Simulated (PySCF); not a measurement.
# Electric field gradients and quadrupole coupling constants

C3H15N2PSi2.
Cartesian coordinates in Å at the GFN2-xTB level; atoms count from 1:
```xyz
23
C3H15N2PSi2 angstrom
C      2.5241   -0.9063   -1.0499
N      2.0969    0.4692   -0.9715
Si     1.3499    1.0847    0.4557
P      0.5937    3.0904   -0.2359
Si    -0.2450   -0.2862    1.4487
N     -1.4096   -0.7346    0.2607
C     -2.2655   -1.8795    0.4444
C     -1.9805    0.2236   -0.6539
H      2.9963   -1.1750   -0.1078
H      1.6897   -1.5953   -1.2196
H      3.2510   -1.0315   -1.8534
H      1.7755    0.8141   -1.8650
H      2.4737    1.2649    1.4027
H     -0.1503    3.3085    0.9057
H      1.6609    3.8058    0.2599
H      0.3302   -1.5802    1.8435
H     -0.8263    0.2798    2.6901
H     -3.2181   -1.6063    0.9135
H     -1.7668   -2.6085    1.0766
H     -2.4836   -2.3399   -0.5235
H     -2.1398   -0.2434   -1.6310
H     -2.9484    0.5968   -0.2970
H     -1.3126    1.0758   -0.7790
```

Field gradients from the PBE0/pcSseg-1 density (PySCF, non-relativistic), principal values in atomic units, ordered |Vxx| ≤ |Vyy| ≤ |Vzz|:

```tsv
atom	Vxx	Vyy	Vzz
N2	0.3501	0.6923	-1.0424
N6	0.3791	0.7562	-1.1353
```

Problem. Find the asymmetry η = (Vxx − Vyy)/Vzz and the couplings χ = eQV/h (234.96 MHz × Q in barn × V in au), with Q(14N) = 0.02044 b.

Solution. 
```tsv
atom	environment	nucleus	η	χzz (MHz)	χxx (MHz)	χyy (MHz)
N2	silicon-bound nitrogen	14N	0.33	-5.01	1.68	3.32
N6	silicon-bound nitrogen	14N	0.33	-5.45	1.82	3.63
```

The tensor is traceless: Vxx + Vyy + Vzz = 0.

Problem. What is Vzz at N6 in SI units (1 au = 9.71736 × 10²¹ V/m²)?

Solution. -1.1353 au = -11.032 × 10²¹ V/m².

Were the hydrogens deuterons (Q(2H) = 0.00286 b), χzz would run from 100 kHz (H17) to 279 kHz (H12).

Geometry: GFN2-xTB, one conformer, isolated molecule. GFN2-xTB bond lengths can be off by several hundredths of an ångström, more for odd bonds, and the gradients follow them. A larger basis could move these couplings by a tenth or more.

The run behind these numbers computed NMR shieldings as well. Time: 50 s wall (with the writing of density and orbital grids); peak memory 1.1 GiB. Hardware: Arm Neoverse V2, one thread (shared host).
